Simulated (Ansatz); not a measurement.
Cost and result for the atomization energy of C2H5AlF2 (`C[CH2][Al]([F])[F]`) (10 atoms, 9 bonds).

```xyz
10

C     0.4852    0.0104    1.2411
C     0.5706    0.1579   -0.2780
Al   -1.0746   -0.1472   -1.2546
F    -2.4724   -0.5793   -0.5023
F    -1.1480    0.0117   -2.8901
H     1.4531    0.1940    1.7156
H     0.1629   -0.9914    1.5335
H    -0.2300    0.7116    1.6768
H     0.9300    1.1576   -0.5511
H     1.3232   -0.5251   -0.6911
```

The species carries charge 0 and has multiplicity 1. Geometry: relaxed with PBE0-D4/def2-TZVP. It is one conformer, not always the lowest. Program: Ansatz. All runs use 4 threads of an Arm Neoverse V2 on a shared host. Times are those of one run each, without the atoms' runs, and a repeat can differ threefold. Electronic energies, without spin–orbit coupling; frozen cores. CCSD(T)/CBS adds CCSD(T) − MP2 in def2-TZVPP to the MP2 limit, and its time is that of the two runs behind it. T1 = 0.012.

CCSD(T)/CBS is a level of theory with its own doubt, some kJ/mol a heavy atom from the limit and from the frozen cores, so smaller differences don't rank the functionals.

```tsv
level	functions	atomization (kcal/mol)	difference from CCSD(T)/CBS	per bond
revPBE-D4/def2-TZVPP	236	942.0	-15.3	-1.7
MP2/def2-QZVPP	448	970.1	12.8	1.4
BHLYP-D4/def2-TZVPP	236	925.3	-32.0	-3.6
ωB97M-V/def2-TZVPP (with forces)	236	954.7	-2.6	-0.3
CCSD(T)/def2-TZVPP	236	933.9	-23.4	-2.6
PBE-D4/def2-TZVPP (with forces)	236	965.2	7.9	0.9
CCSD(T)/def2-SVP	99	909.6	-47.7	-5.3
r2SCAN-D4/def2-TZVPP (with forces)	236	956.2	-1.1	-0.1
PBE-QIDH/def2-TZVPP	236	948.3	-9.0	-1.0
ωB97X-V/def2-TZVPP	236	953.5	-3.8	-0.4
B2PLYP/def2-TZVPP	236	945.7	-11.6	-1.3
LDA (SPW92)/def2-TZVPP	236	1075.0	117.7	13.1
CCSD(T)/CBS(def2)	–	957.3	0.0	0.0
```

Q: Order the runs by time, with rough figures. (An estimate is asked.)

A: The calculation gave: LDA (SPW92)/def2-TZVPP 0.85 s; revPBE-D4/def2-TZVPP 1.4 s; PBE-D4/def2-TZVPP (with forces) 1.6 s; BHLYP-D4/def2-TZVPP 1.9 s; CCSD(T)/def2-SVP 3 s; r2SCAN-D4/def2-TZVPP (with forces) 3.3 s; PBE-QIDH/def2-TZVPP 3.3 s; B2PLYP/def2-TZVPP 3.4 s; ωB97X-V/def2-TZVPP 5.5 s; ωB97M-V/def2-TZVPP (with forces) 7.5 s; MP2/def2-QZVPP 12 s; CCSD(T)/def2-TZVPP 89 s; CCSD(T)/CBS(def2) 100 s.

The D4 term adds +6.1 kcal/mol with B3LYP and +3.2 kcal/mol with PBE0; it sums over pairs of atoms, weighted by their polarisabilities, and B3LYP, whose exchange is more repulsive, gets the larger term. From PBE to PBE0 (25 % exact exchange), in def2-TZVPP and without D4, the atomization energy moves by −15.0 kcal/mol: exact exchange takes away binding that semilocal exchange gives to molecules. In def2-TZVPP, CCSD(T) changes the Hartree–Fock value by +208.1 kcal/mol (the triples alone add +11.6 kcal/mol) and MP2 by +230.0 kcal/mol; breaking electron pairs costs correlation energy, which Hartree–Fock lacks.

B3LYP here is the variant with VWN-RPA as its local correlation; programs differ in this.
